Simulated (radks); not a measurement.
The mean radii <r> (bohr) of the occupied orbitals of an atom or ion are listed with their occupations. All-electron calculation, Dirac Kohn-Sham, PBE, spin-unpolarised, spherical densities, point nucleus. Program: a radial shooting solver on a logarithmic mesh with Libxc functionals.

| orbital | occ. | <r> |
|---|---|---|
| 1s1/2 | 2 | 0.02274 |
| 2s1/2 | 2 | 0.09649 |
| 2p1/2 | 2 | 0.08073 |
| 2p3/2 | 4 | 0.08736 |
| 3s1/2 | 2 | 0.2545 |
| 3p1/2 | 2 | 0.2442 |
| 3p3/2 | 4 | 0.2569 |
| 3d3/2 | 4 | 0.2286 |
| 3d5/2 | 6 | 0.2326 |
| 4s1/2 | 2 | 0.5792 |
| 4p1/2 | 2 | 0.5934 |
| 4p3/2 | 4 | 0.6223 |
| 4d3/2 | 4 | 0.6650 |
| 4d5/2 | 6 | 0.6754 |
| 5s1/2 | 2 | 1.412 |
| 5p1/2 | 2 | 1.596 |
| 5p3/2 | 4 | 1.694 |
| 6s1/2 | 2 | 4.326 |
| 4f5/2 | 6 | 1.015 |

Name the element and its charge. Open shells, if any, fill j = l - 1/2 first.

Answer. Z = 62, samarium, charge 0: Sm in [Xe] 4f6 6s2. The 1s radius gives Z: for a bare nucleus <r> = (2 gamma + 1)/(2Z) with gamma = sqrt(1 - (Z/c)^2), 0.02245 bohr for Z = 62, and screening makes it slightly larger (0.02274 here). The occupations add up to 62, and the charge is Z minus that.
